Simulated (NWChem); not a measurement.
Everything below was run with NWChem. System: triethylamine (C₆H₁₅N), charge 0, spin multiplicity 1, at a geometry optimised with PBE0/def2-SVP. Level: G0W0@PBE0/def2-SVP, RI basis def2-svp-rifit.

Job file:

```
start mol
memory heap 200 mb stack 700 mb global 1700 mb
geometry units angstroms nocenter noautoz
  C     -0.138691    -0.709284     2.474305
  C      0.687324    -0.637143     1.201330
  N     -0.092084    -0.415272     0.000000
  C     -0.897722     0.792363     0.000000
  C     -0.145560     2.123319     0.000000
  C      0.687324    -0.637143    -1.201330
  C     -0.138691    -0.709284    -2.474305
  H     -0.965881    -1.426094     2.355663
  H      0.489753    -1.041790     3.314134
  H     -0.568234     0.263577     2.757928
  H      1.497732     0.118133     1.332026
  H      1.208193    -1.600598     1.068877
  H     -1.568360     0.754514    -0.873088
  H     -1.568360     0.754514     0.873088
  H      0.495562     2.235342    -0.888515
  H      0.495562     2.235342     0.888515
  H     -0.856839     2.963766     0.000000
  H      1.497732     0.118133    -1.332026
  H      1.208193    -1.600598    -1.068877
  H     -0.568234     0.263577    -2.757928
  H      0.489753    -1.041790    -3.314134
  H     -0.965881    -1.426094    -2.355663
  symmetry group Cs
end
basis spherical
  * library def2-svp
end
basis "ri basis" bse spherical
  * library def2-svp-rifit
end
dft
  xc pbe0
  iterations 100
  direct
  tolerances tight
end
task dft energy
gw
  method cdgw
  states alpha occ 4 vir 2
end
task dft gw
```

NWChem printed:

```
             Northwest Computational Chemistry Package (NWChem) 7.3.0
             --------------------------------------------------------

                                NWChem Input Module
                                -------------------

 Scaling coordinates for geometry "geometry" by  1.889725989
 (inverse scale =  0.529177249)

 Turning off AUTOSYM since
 SYMMETRY directive was detected!

                             Geometry "geometry" -> ""
                             -------------------------

 Output coordinates in angstroms (scale by  1.889725989 to convert to a.u.)

  No.       Tag          Charge          X              Y              Z
 ---- ---------------- ---------- -------------- -------------- --------------
    1 C                    6.0000    -0.13869100    -0.70928400     2.47430500
    2 C                    6.0000     0.68732400    -0.63714300     1.20133000
    3 N                    7.0000    -0.09208400    -0.41527200     0.00000000
    4 C                    6.0000    -0.89772200     0.79236300     0.00000000
    5 C                    6.0000    -0.14556000     2.12331900     0.00000000
    6 C                    6.0000     0.68732400    -0.63714300    -1.20133000
    7 C                    6.0000    -0.13869100    -0.70928400    -2.47430500
    8 H                    1.0000    -0.96588100    -1.42609400     2.35566300
    9 H                    1.0000     0.48975300    -1.04179000     3.31413400
   10 H                    1.0000    -0.56823400     0.26357700     2.75792800
   11 H                    1.0000     1.49773200     0.11813300     1.33202600
   12 H                    1.0000     1.20819300    -1.60059800     1.06887700
   13 H                    1.0000    -1.56836000     0.75451400    -0.87308800
   14 H                    1.0000    -1.56836000     0.75451400     0.87308800
   15 H                    1.0000     0.49556200     2.23534200    -0.88851500
   16 H                    1.0000     0.49556200     2.23534200     0.88851500
   17 H                    1.0000    -0.85683900     2.96376600     0.00000000
   18 H                    1.0000     1.49773200     0.11813300    -1.33202600
   19 H                    1.0000     1.20819300    -1.60059800    -1.06887700
   20 H                    1.0000    -0.56823400     0.26357700    -2.75792800
   21 H                    1.0000     0.48975300    -1.04179000    -3.31413400
   22 H                    1.0000    -0.96588100    -1.42609400    -2.35566300

 Effective nuclear repulsion energy (a.u.)     339.6733607317

            Nuclear Dipole moment (a.u.)
            ----------------------------
        X                 Y               Z
 ---------------- ---------------- ----------------
     0.0000132281    -0.0000037795     0.0000000000

      Symmetry information
      --------------------

 Group name             Cs
 Group number              2
 Group order               2
 No. of unique centers    13

      Symmetry unique atoms

     1    2    3    4    5    8    9   10   11   12   13   15   17


 Summary of "ao basis" -> "" (spherical)
 ------------------------------------------------------------------------------
       Tag                 Description            Shells   Functions and Types
 ---------------- ------------------------------  ------  ---------------------
 *                          def2-svp                  on all atoms

 new library libraries.bse/

 Summary of "ri basis" -> "" (spherical)
 ------------------------------------------------------------------------------
       Tag                 Description            Shells   Functions and Types
 ---------------- ------------------------------  ------  ---------------------
 *                       def2-svp-rifit               on all atoms

                                 NWChem DFT Module
                                 -----------------

 Summary of "ao basis" -> "ao basis" (spherical)
 ------------------------------------------------------------------------------
       Tag                 Description            Shells   Functions and Types
 ---------------- ------------------------------  ------  ---------------------
 C                          def2-svp                 6       14   3s2p1d
 N                          def2-svp                 6       14   3s2p1d
 H                          def2-svp                 3        5   2s1p

 Summary of "ao basis" -> "ao basis" (spherical)
 ------------------------------------------------------------------------------
       Tag                 Description            Shells   Functions and Types
 ---------------- ------------------------------  ------  ---------------------
 C                          def2-svp                 6       14   3s2p1d
 N                          def2-svp                 6       14   3s2p1d
 H                          def2-svp                 3        5   2s1p

      Symmetry analysis of basis
      --------------------------

        a'         97
        a"         76

            General Information
            -------------------
          SCF calculation type: DFT
          Wavefunction type:  closed shell.
          No. of atoms     :    22
          No. of electrons :    58
           Alpha electrons :    29
            Beta electrons :    29
          Charge           :     0
          Spin multiplicity:     1
          Use of symmetry is: on ; symmetry adaption is: on
          Maximum number of iterations: 100
          This is a Direct SCF calculation.
          AO basis - number of functions:   173
                     number of shells:    87
          Convergence on energy requested:  1.00D-06
[...]
    26 a"         27 a'         28 a"         29 a'         30 a'
    31 a"         32 a'         33 a'         34 a"         35 a'
    36 a"         37 a'         38 a'         39 a'

 Grid integrated density:      58.000117165845
 Requested integration accuracy:   0.10E-05

   convergence    iter        energy       DeltaE   RMS-Dens  Diis-err    time
 ---------------- ----- ----------------- --------- --------- ---------  ------
 d= 0,ls=0.0,diis     1   -291.7875745514 -6.31D+02  4.46D-03  4.38D-01     3.4
 Grid integrated density:      58.000098273674
 Requested integration accuracy:   0.10E-05
 d= 0,ls=0.0,diis     2   -291.8354647096 -4.79D-02  1.81D-03  6.97D-02     5.9
 Grid integrated density:      58.000098816065
 Requested integration accuracy:   0.10E-05
 d= 0,ls=0.0,diis     3   -291.8388303375 -3.37D-03  7.98D-04  4.15D-02     8.4
 Grid integrated density:      58.000098376117
 Requested integration accuracy:   0.10E-05
 d= 0,ls=0.0,diis     4   -291.8431263868 -4.30D-03  1.85D-04  9.01D-04    10.9
 Grid integrated density:      58.000098476280
 Requested integration accuracy:   0.10E-05
 d= 0,ls=0.0,diis     5   -291.8432148409 -8.85D-05  5.54D-05  9.01D-05    13.4
 Grid integrated density:      58.000098407033
 Requested integration accuracy:   0.10E-05
 d= 0,ls=0.0,diis     6   -291.8432259572 -1.11D-05  7.94D-06  1.38D-06    15.9
 Grid integrated density:      58.000098400215
 Requested integration accuracy:   0.10E-05
 d= 0,ls=0.0,diis     7   -291.8432261262 -1.69D-07  1.84D-06  8.91D-08    18.5

         Total DFT energy =     -291.843226126223
      One electron energy =    -1065.488095060243
           Coulomb energy =      478.653921417530
    Exchange-Corr. energy =      -44.682413215200
 Nuclear repulsion energy =      339.673360731691

 Numeric. integr. density =       58.000098400215

     Total iterative time =     18.0s

                  Occupations of the irreducible representations
                  ----------------------------------------------

                     irrep           alpha         beta
                     --------     --------     --------
                     a'               18.0         18.0
                     a"               11.0         11.0

                       DFT Final Molecular Orbital Analysis
                       ------------------------------------

 Vector   27  Occ=2.000000D+00  E=-3.397692D-01  Symmetry=a'
              MO Center=  1.4D-02, -4.9D-02,  1.6D-14, r^2= 5.2D+00
   Bfn.  Coefficient  Atom+Function         Bfn.  Coefficient  Atom+Function
  ----- ------------  ---------------      ----- ------------  ---------------
    46      0.248053   4 C  px              119      0.189017  12 H  s
   154      0.189017  19 H  s                32      0.178938   3 N  px
    33     -0.159604   3 N  py               60     -0.156920   5 C  px
   109      0.146793  10 H  s               159      0.146793  20 H  s
    19     -0.142590   2 C  py               49      0.143248   4 C  px

 Vector   28  Occ=2.000000D+00  E=-3.330596D-01  Symmetry=a"
              MO Center= -9.1D-02,  2.0D-01, -4.3D-15, r^2= 5.2D+00
   Bfn.  Coefficient  Atom+Function         Bfn.  Coefficient  Atom+Function
  ----- ------------  ---------------      ----- ------------  ---------------
    48      0.225582   4 C  pz               62     -0.180069   5 C  pz
   124     -0.178611  13 H  s               129      0.178611  14 H  s
   134      0.149508  15 H  s               139     -0.149508  16 H  s
    19      0.144847   2 C  py               75     -0.144847   6 C  py
     5     -0.141537   1 C  py               89      0.141537   7 C  py

 Vector   29  Occ=2.000000D+00  E=-2.111914D-01  Symmetry=a'
              MO Center=  3.5D-02, -2.5D-01,  4.3D-17, r^2= 2.4D+00
   Bfn.  Coefficient  Atom+Function         Bfn.  Coefficient  Atom+Function
  ----- ------------  ---------------      ----- ------------  ---------------
    33      0.383169   3 N  py               32      0.347881   3 N  px
    36     -0.325956   3 N  py               35     -0.284181   3 N  px
    59      0.187484   5 C  s               115      0.186723  11 H  s
   150      0.186723  18 H  s               114      0.171998  11 H  s
   149      0.171998  18 H  s                31      0.163386   3 N  s

 Vector   30  Occ=0.000000D+00  E= 5.871848D-02  Symmetry=a'
              MO Center=  2.0D-01,  5.2D-01, -1.9D-15, r^2= 9.6D+00
   Bfn.  Coefficient  Atom+Function         Bfn.  Coefficient  Atom+Function
  ----- ------------  ---------------      ----- ------------  ---------------
    59      1.200535   5 C  s                 3      0.858547   1 C  s
    87      0.858547   7 C  s                17      0.665843   2 C  s
    73      0.665843   6 C  s                45      0.637490   4 C  s
   135     -0.563226  15 H  s               140     -0.563226  16 H  s
   145     -0.563711  17 H  s               110     -0.486399  10 H  s

 Vector   31  Occ=0.000000D+00  E= 8.729994D-02  Symmetry=a"
              MO Center=  1.4D-01, -7.1D-02,  1.7D-15, r^2= 1.2D+01
   Bfn.  Coefficient  Atom+Function         Bfn.  Coefficient  Atom+Function
  ----- ------------  ---------------      ----- ------------  ---------------
     3      1.420452   1 C  s                87     -1.420452   7 C  s
   105     -0.723610   9 H  s               165      0.723610  21 H  s
   110     -0.665550  10 H  s               160      0.665550  20 H  s
    17      0.624171   2 C  s                73     -0.624171   6 C  s
   115     -0.538111  11 H  s               150      0.538111  18 H  s

 Vector   32  Occ=0.000000D+00  E= 9.578659D-02  Symmetry=a'
              MO Center=  5.4D-01, -6.2D-01, -1.3D-14, r^2= 9.3D+00
   Bfn.  Coefficient  Atom+Function         Bfn.  Coefficient  Atom+Function
  ----- ------------  ---------------      ----- ------------  ---------------
   120     -1.022576  12 H  s               155     -1.022576  19 H  s
    17      0.999806   2 C  s                73      0.999806   6 C  s
    59     -0.930806   5 C  s               145      0.583179  17 H  s
    45     -0.580199   4 C  s               110      0.510655  10 H  s
   160      0.510655  20 H  s                22     -0.412361   2 C  py

 center of mass
 --------------
 x =  -0.00595116 y =  -0.02913305 z =   0.00000000

 moments of inertia (a.u.)
 ------------------
        1274.033850067073          88.099214386492           0.000000000000
          88.099214386492         991.846661100932           0.000000000000
           0.000000000000           0.000000000000         557.258617900125

     Multipole analysis of the density
     ---------------------------------

     L   x y z        total         alpha         beta         nuclear
     -   - - -        -----         -----         ----         -------
     0   0 0 0      0.000000    -29.000000    -29.000000     58.000000

     1   1 0 0      0.115164      0.057575      0.057575      0.000013
     1   0 1 0      0.131149      0.065576      0.065576     -0.000004
     1   0 0 1      0.000000      0.000000      0.000000      0.000000

     2   2 0 0    -35.337460    -66.706154    -66.706154     98.074848
     2   1 1 0     -1.214071     25.638290     25.638290    -52.490650
     2   1 0 1     -0.000000     -0.000000     -0.000000      0.000000
     2   0 2 0    -35.288408   -150.449116   -150.449116    265.609824
     2   0 1 1      0.000000      0.000000      0.000000      0.000000
     2   0 0 2    -34.349035   -281.431870   -281.431870    528.514705

 Task  times  cpu:       18.5s     wall:       18.5s

                                NWChem Input Module
                                -------------------

                                 NWChem GW Module
                                 ----------------

                             ***********************
                             ***        GW       ***
                             ***********************

 Summary of "ri basis" -> "ri basis" (spherical)
 ------------------------------------------------------------------------------
       Tag                 Description            Shells   Functions and Types
 ---------------- ------------------------------  ------  ---------------------
 C                       def2-svp-rifit             16       48   6s5p4d1f
 N                       def2-svp-rifit             16       48   6s5p4d1f
 H                       def2-svp-rifit              6       14   3s2p1d

                 Memory Information
                 ------------------
          Available GA per process is          1699.8 MBs
          Available stack per process is        700.0 MBs
          Available heap per process is           0.0 MBs

          Peak memory in Initialization
              Peak GA per process is                 24.8 MBs
              Peak stack per process is               0.3 MBs
              Peak heap per process is               25.4 MBs
              Memory not in MA per process            0.0 MBs

          Peak memory in CDGW Calculation
              Peak GA per process is                 29.6 MBs
              Peak stack per process is               4.6 MBs
              Peak heap per process is                4.3 MBs
              Memory not in MA per process            0.0 MBs

          Computing 2-center integrals
          Computing Inverse Cholesky factor
          Computing 3-center integrals
          Computing Vxc

 Grid integrated density:      58.000098404686
 Requested integration accuracy:   0.10E-05
          Computing Sigma_x
          Computing W(iw) on the imaginary grid
          Solving quasiparticle equations

                  Alpha Orbitals
          State     Energy (eV)     Error (eV)
          -----------------------------------
@GW        26        -11.768           0.005
@GW        27        -11.438           0.005
@GW        28        -11.380           0.002
@GW        29         -7.287           0.004
@GW        30          3.607           0.003
@GW        31          4.429           0.004

     GW Timing Statistics
   ------------------------
   Init.   :          0.0s
     ERIs  :          2.5s
     Distr.:          0.0s
     Vxc   :          2.7s
   Vmo     :          0.0s
   iW      :          5.3s
   I_n     :          0.0s
   R_n     :          0.7s
   GW total:         11.4s

 Task  times  cpu:       11.4s     wall:       11.4s

 Total times  cpu:       30.0s     wall:       30.0s
```
